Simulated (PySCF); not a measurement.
A ladder of Hamiltonians for Pb⁶⁸⁺ (lead, charge +68)

Occupied: 1s1/2, 2s1/2, 2p1/2, 2p3/2, 3s1/2, 3p1/2. Hartree-Fock calculated with PySCF 2.14 in an uncontracted even-tempered set (16 s from 11 bohr⁻², ratio 2.7; 14 p from 13 bohr⁻², ratio 2.7), Gaussian nucleus throughout. NR is non-relativistic, sf-X2C the spin-free one-electron X2C Hamiltonian, X2C adds the bare one-electron spin-orbit term, X2C-SNSO screens it by Boettger's factors, DC is four-component Dirac-Coulomb, and the Gaunt and Breit terms are added at first order (total energies over the DC spinors, levels after relaxing the spinors in that mean field). QED terms are absent. Levels marked empty are virtual spinors of this ion; the basis has s and p functions only, so 3d, which can lie below the n = 4 levels, is absent.

| Hamiltonian | E (hartree) | E − E(DC) (hartree) | CPU seconds |
| --- | --- | --- | --- |
| X2C | -15233.4494 | 5.9406 | 0.32 |
| X2C-SNSO | -15230.8121 | 8.5779 | 0.32 |
| DC | -15239.3900 | 0.0000 | 17 |
| DC+Gaunt | -15217.3524 | 22.0376 | 28 |
| DC+Breit | -15219.3140 | 20.0760 | 79 |

**Question.** Give the 2p spin-orbit interval with each Hamiltonian that has one.

**Answer.** X2C 2332; X2C-SNSO 2267; DC 2268; DC+Gaunt 2243; DC+Breit 2243 (eV).

| level (eV) | X2C | X2C-SNSO | DC | DC+Gaunt | DC+Breit |
| --- | --- | --- | --- | --- | --- |
| 1s1/2 | -94446.4 | -94448.9 | -94569.5 | -94222.5 | -94246.0 |
| 2s1/2 | -21669.5 | -21670.4 | -21688.8 | -21649.1 | -21652.3 |
| 2p1/2 | -21136.8 | -21086.7 | -21100.6 | -21033.5 | -21039.9 |
| 2p3/2 | -18805.0 | -18820.0 | -18832.4 | -18790.3 | -18796.5 |
| 3s1/2 | -8720.8 | -8721.2 | -8725.7 | -8715.6 | -8716.8 |
| 3p1/2 | -8538.2 | -8525.2 | -8528.9 | -8511.5 | -8513.7 |
| 3p3/2 (empty) | -7783.9 | -7788.0 | -7790.7 | -7780.1 | -7782.3 |
| 4s1/2 (empty) | -4553.8 | -4553.9 | -4555.4 | -4551.7 | -4552.3 |

Weight of the small component: 1s1/2 0.0979, 2s1/2 0.0231, 2p1/2 0.0231, 2p3/2 0.0204, 3s1/2 0.00896, 3p1/2 0.00891, 3p3/2 0.00813, 4s1/2 0.00426.

Koopmans' value for the highest occupied level at DC+Breit: 8513.7 eV, against an ionisation energy of 8520 ± 50 eV (theoretical estimate listed by NIST; NIST Atomic Spectra Database, ionization energies); the former lacks relaxation, correlation, QED and recoil.

The whole ladder took 130 s of wall time on 1 thread of Neoverse-N1 (shared host), launched as `OMP_NUM_THREADS=1 python relrun2.py TASK.json OUT` (a driver that calls PySCF for each Hamiltonian).
